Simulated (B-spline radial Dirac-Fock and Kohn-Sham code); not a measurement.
# Elastic and transport cross sections of bromine for electrons

Level of theory: relativistic (Dirac) partial waves in the static field of the Dirac-Fock atom with Furness-McCarthy exchange, without polarisation or absorption potentials; a radial finite-basis atomic code. σ_tr1 and σ_tr2 weight the cross section with 1 − P₁ and 1 − P₂ of cos θ; "backward" is the share scattered beyond 90°.

```
energy (eV)  σ (a₀²)  σ_tr1 (a₀²)  σ_tr2 (a₀²)  σ/σ_tr1  backward (%)
      46700    0.536      0.00400      0.00968      134         0.075
      50000    0.509      0.00357      0.00867      143         0.069
      50300    0.507      0.00353      0.00858      144         0.068
      53500    0.484      0.00318      0.00776      152         0.063
      76900    0.369      0.00172      0.00430      214         0.039
      96200    0.315      0.00118      0.00299      266         0.029
     100000    0.306      0.00111      0.00280      276         0.028
     111000    0.285     0.000931      0.00237      306         0.024
     133000        ?            ?            ?        ?             ?
     158000    0.226     0.000520      0.00134      435         0.015
     200000    0.196     0.000354     0.000926      554         0.011
     300000    0.159     0.000186     0.000494      855        0.0058
```

Q: Fill in the row for 133 keV.

A: σ = 0.252 a₀², σ_tr1 = 0.000690 a₀², σ_tr2 = 0.00177 a₀², σ/σ_tr1 = 366, backward 0.019 %. The ratio σ/σ_tr1 is roughly the number of elastic collisions that randomise the direction.

Values without a named source are computed, but for edge energies of neutral atoms, which are taken from tables.
